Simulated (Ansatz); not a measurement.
Consider the β-hydride elimination: `C[O][AlH][SiH2]S` → `[AlH2][SiH2]S` + `C=O`.

Calculated with Ansatz (gas phase, PBE0-D4/def2-TZVP geometries, no zero-point term in ΔE). CCSD(T)/CBS adds triple-zeta CCSD(T) − MP2 to the extrapolated MP2 energy (def2 sets, frozen cores). This one scheme is used for every species. DFT in def2-TZVPP. B3LYP here is the variant with VWN-RPA as its local correlation; programs differ in this. One conformer a species, not always the lowest.

```tsv
level	ΔE (kJ/mol)
r2SCANh-D4	261.7
B2PLYP	242.4
PBE-QIDH	260.6
B3LYP	233.7
```

**Question.** What does CCSD(T)/CBS give? (An estimate is asked.)

**Answer.** Computed: +250.8 kJ/mol. The listed levels differ from it by 10.9, -8.4, 9.8, -17.1 kJ/mol.

**Question.** What do rigid-rotor, harmonic-oscillator terms from PBE0-D4/def2-TZVP frequencies (298.15 K, 1 bar) make of the CCSD(T)/CBS value? (Best estimate.)

**Answer.** The calculation gave: ΔZPE = -25.7 kJ/mol, ΔH = +228.1 kJ/mol, ΔS = 147 J/(mol·K), ΔG = +184.2 kJ/mol. Modes under 50 cm⁻¹ make the entropy rough.

Largest T1 diagnostic among the species: 0.015.

Leaving LDA and LC-ωPBE aside and taking each functional with its dispersion term where it has one, the values, not all of them listed here, spread over 32.3 kJ/mol, from BLYP-D4 to r2SCAN0-D4. LDA lies +52.2 kJ/mol from PBE without D4. From r2SCAN to r2SCAN0 (25 % exact exchange), in def2-TZVPP and without D4, ΔE moves by +6.7 kJ/mol. The D4 term adds +12.2 kJ/mol with B3LYP and +6.8 kJ/mol with PBE0; it sums over pairs of atoms, weighted by their polarisabilities, and B3LYP, whose exchange is more repulsive, gets the larger term.
